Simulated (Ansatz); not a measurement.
Basis-set extrapolation for CH8AlB2N, SMILES `CB[BH][AlH][NH2]` (PBE0-D4/def2-TZVP geometry, frozen core, the Gaussian-basis code of Ansatz). Multiplicity 1, RHF reference.

```csv
,def2-TZVPP,def2-QZVPP
HF,-388.305673,-388.320260
MP2 correlation,-0.699671,-0.745204
CCSD(T) correlation,-0.780452,not run
```

Energies in hartree. Use E(X) = E(∞) + A·exp(−7.88·√X) for Hartree–Fock and E(X) = E(∞) + B·X^(−2.97) for correlation, with X = 3 and 4, and add CCSD(T) minus MP2 of the smaller set to the MP2 limit.

Q: What is the CCSD(T) energy at the basis-set limit?

A: HF limit: -388.320260 + (-0.014587) × 0.13774 = -388.32227. MP2 limit: -0.745204 + (-0.045533) × 0.74074 = -0.77893. Higher-order term: -0.780452 − (-0.699671) = -0.08078. Total: -389.18198 hartree, 251.7 kJ/mol below CCSD(T)/def2-TZVPP.
